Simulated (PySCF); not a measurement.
# V³⁺: ionisation energy

V³⁺ [Ar] 3d2 [3d3/2^2, M_J = 2] → V⁴⁺ [Ar] 3d1 [3d3/2^1, M_J = 3/2], as a difference of total energies. Calculation: PySCF 2.14, in x2c-TZVPall-2c (6s7p4d1f, 54 functions); the two-component X2C-1e Hamiltonian. Correlated levels: [Ne] frozen. "Screened" scales the spin-orbit matrix elements by Boettger's factors to mimic the two-electron term; Breit and QED terms are absent.

```csv
method,ionisation energy (eV)
GHF (spin-free),45.745
GMP2 (spin-free),46.070
GHF (screened spin-orbit),45.743
GMP2 (screened spin-orbit),46.062
```

Task: How much does correlation contribute at GMP2 (screened spin-orbit)?

Result: 46.062 − (45.743) = 0.319 eV, measured against GHF (screened spin-orbit).

Errors of the correlated levels include the incompleteness of this basis and the frozen core.

The labels give the starting determinants; with spin-orbit coupling the two ends relaxed to ⟨J²⟩ = 7.81, ⟨L²⟩ = 12.00, ⟨S²⟩ = 2.00 and ⟨J²⟩ = 3.84, ⟨L²⟩ = 6.01, ⟨S²⟩ = 0.75.

The determinant of V³⁺ mixes levels of different J (the jj label is only the starting occupation), so the difference between spin-free and spin-orbit rows is not the physical spin-orbit shift.

For comparison: 46.709 ± 0.005 eV (measured; NIST Atomic Spectra Database, ionization energies).
